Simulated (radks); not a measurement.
Tm30+, configuration [Ar] 3d10 4s2 4p5.5 4d3 5d0.5 (fractional occupations, a model configuration).

Calculated with a radial shooting solver on a logarithmic mesh with Libxc functionals: scalar-relativistic Kohn-Sham, exchange-only r2SCAN, spin-unpolarised, spherical densities, finite nucleus; meta-GGA in the generalised Kohn-Sham scheme; Fermi nuclear charge, rms radius 5.2256 fm.

Energy parts (eV):
part                  energy
total             -356235.79
kinetic            388373.03
electron-nucleus  -829322.44
Hartree             91207.68
exchange            -6494.07

Orbitals (lengths in bohr, moments of r in powers of bohr; r(max) is where P^2 peaks):
[
 {"orbital": "1s", "occ.": "2", "eigenvalue (eV)": "-60492.97", "r(max)": "0.01261", "<1/r>": "79.07", "<r>": "0.02001"},
 {"orbital": "2s", "occ.": "2", "eigenvalue (eV)": "-11172.54", "r(max)": "0.07185", "<1/r>": "18.45", "<r>": "0.08483"},
 {"orbital": "2p", "occ.": "6", "eigenvalue (eV)": "-9994.917", "r(max)": "0.05854", "<1/r>": "16.97", "<r>": "0.07539"},
 {"orbital": "3s", "occ.": "2", "eigenvalue (eV)": "-3371.147", "r(max)": "0.2023", "<1/r>": "6.876", "<r>": "0.2190"},
 {"orbital": "3p", "occ.": "6", "eigenvalue (eV)": "-3011.974", "r(max)": "0.1991", "<1/r>": "6.413", "<r>": "0.2179"},
 {"orbital": "3d", "occ.": "10", "eigenvalue (eV)": "-2574.244", "r(max)": "0.1624", "<1/r>": "6.067", "<r>": "0.1973"},
 {"orbital": "4s", "occ.": "2", "eigenvalue (eV)": "-1434.747", "r(max)": "0.4429", "<1/r>": "3.184", "<r>": "0.4561"},
 {"orbital": "4p", "occ.": "5.5", "eigenvalue (eV)": "-1303.295", "r(max)": "0.4559", "<1/r>": "2.989", "<r>": "0.4702"},
 {"orbital": "4d", "occ.": "3", "eigenvalue (eV)": "-1134.169", "r(max)": "0.4537", "<1/r>": "2.791", "<r>": "0.4742"},
 {"orbital": "5d", "occ.": "0.5", "eigenvalue (eV)": "-645.9266", "r(max)": "0.8925", "<1/r>": "1.570", "<r>": "0.8742"}
]

The highest occupied level is 5d at -645.93 eV. The electron density at the nucleus is 1.003e+06 e/bohr^3 (large components only). Summed over all electrons, <r^2> = 3.995 bohr^2, which gives a Langevin (diamagnetic) susceptibility term of -3.16 x 10^-6 cm^3/mol.
